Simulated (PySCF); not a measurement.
B(H)2(vinyl) (C₂H₅B), SMILES BC=C. Geometry optimised at B3LYP-D3(BJ)/def2-TZVP.

TDA-ωB97X/def2-SVPD in PySCF puts the lowest singlet excitations at 5.59, 5.69, 6.54, 7.76, 8.62, 8.77 eV.

Task: What are the lowest excitation roots from PySCF with ADC(2)/aug-cc-pVDZ? (Estimate from the structure and the level; the computed values follow.)

Result: 5.80, 6.03, 6.17, 7.70, 8.13, 8.28 eV. S1 differs by 0.21 eV (second minus first; roots are paired by order, and the bases may differ).
